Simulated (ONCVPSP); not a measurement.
magnesium (Mg), ONCV: configuration errors across variants

```
Element                 : magnesium
Generator               : ONCVPSP 4.0.1
Type                    : optimised norm-conserving Vanderbilt (ONCV)
Functional              : BLYP
Relativity              : scalar-relativistic
Frozen core             : [Ne]
Valence charge          : 2
Reference configuration : 3s2
Partial waves           : 3s: rc 2.25 bohr, ncon 5, nbas 9, qcut 2.6 1/bohr, 2 projectors, debl 3 Ha; p scattering state at 0.26 Ha: rc 2.15 bohr, ncon 4, nbas 7, qcut 3.4 1/bohr, 2 projectors, debl 3.6 Ha; d scattering state at 0.05 Ha: rc 2.00 bohr, ncon 4, nbas 8, qcut 5.4 1/bohr, 2 projectors, debl 3.6 Ha
Local potential         : polynomial inside 1.55 bohr (lpopt 5, dvloc0 0 Ha)
Core correction         : none
```

All-electron excitation energies from the reference (eV): (1) 3s1 7.894; (2) 3s1.5 3.091; (3) 3s1 3p1 3.531.

1 further variants failed, have other tests or too few solved ones, and are left out.

Errors AE − PS in meV (a dash: test not solved or not reliable):

```tsv
change	(1)	(2)	(3)	bound ghosts	GHOST(+) flags above zero
base	+38	+5.4	+25	none	s
local potential polynomial inside 1.70 bohr (lpopt 5, dvloc0 0 Ha)	+38	+5.4	+25	none	s
s: ncon 4, nbas 8	+37	+5.3	+24	none	s
s: debl 1.1	+38	+5.3	+25	none	s
s: qcut 4	+39	+5.5	+26	none	s
d: rc 2.04	+38	+5.4	+25	none	s
p: rc 2.3	+38	+5.4	+24	none	s
```

Task: Give the same row for: s: nproj 1.

Result: +41, +6.1, +25; bound ghosts: none; GHOST(+) flags above zero: none.
